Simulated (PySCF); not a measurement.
Geometry (Å), atoms numbered from 1 in this order:
```xyz
15

C    -2.389   -0.712    0.511
C    -1.863    0.612    0.094
C    -0.589    0.932   -0.148
Cl   -0.201    2.553   -0.626
C     0.578    0.023   -0.057
O     0.532   -1.124    0.318
O     1.704    0.622   -0.449
C     2.888   -0.156   -0.387
H    -3.170   -1.024   -0.181
H    -2.847   -0.621    1.496
H    -1.607   -1.461    0.547
H    -2.603    1.395   -0.021
H     3.625    0.358   -1.000
H     2.701   -1.163   -0.765
H     3.237   -0.225    0.646
```

Geometry: GFN2-xTB; GIAO shifts from PySCF, gas phase, non-relativistic, averaged over equivalent atoms.

At wB97X/3-21G (90 basis functions, 10 s wall time on 1 thread of an Arm Neoverse V1, shared host):
```tsv
atoms	δ (ppm)
C5	150.4
C2	133.8
C3	117.7
C8	47.8
C1	16.1
O6	369.4
O7	141.4
H12	6.80
H13/H14/H15	4.34
H9/H10/H11	2.62
```

Referencing at the same level of theory: TMS for $^{13}$C (212.03 ppm) and $^{1}$H (33.40 ppm); $^{17}$O (334.13 ppm) vs H2O.

Problem. Estimate the result of repeating the calculation with PBE0/pcSseg-1.

Solution. 
```tsv
atoms	δ at PBE0/pcSseg-1	change
C5	170.2	+19.8
C2	155.0	+21.2
C3	132.6	+14.9
C8	53.4	+5.6
C1	18.7	+2.6
O6	413.2	+43.8
O7	202.7	+61.3
H12	6.92	+0.12
H13/H14/H15	4.02	-0.32
H9/H10/H11	2.66	+0.04
```

Chemical shifts δ = σref − σ; $^{13}$C (σ = 186.93 ppm), $^{1}$H (σ = 31.72 ppm) against TMS; $^{17}$O (σ = 336.08 ppm) against H2O, all at this level.

The largest change is at O7 (ester alkoxy oxygen). Cost: 178 basis functions, 22 s wall time on 1 thread of an Arm Neoverse V1, shared host. The order of the carbon signals is the same at both levels.

Carbons that carry Cl, above all several Cl atoms, come out too deshielded, partly because spin–orbit coupling is missing. Unscaled 17O shifts of doubly bonded oxygen tend to come out too high, by tens of ppm or more. Experimental scales use liquid or dissolved standards, which lie at an offset from isolated H2O (liquid H2O: subtract about 36 ppm).
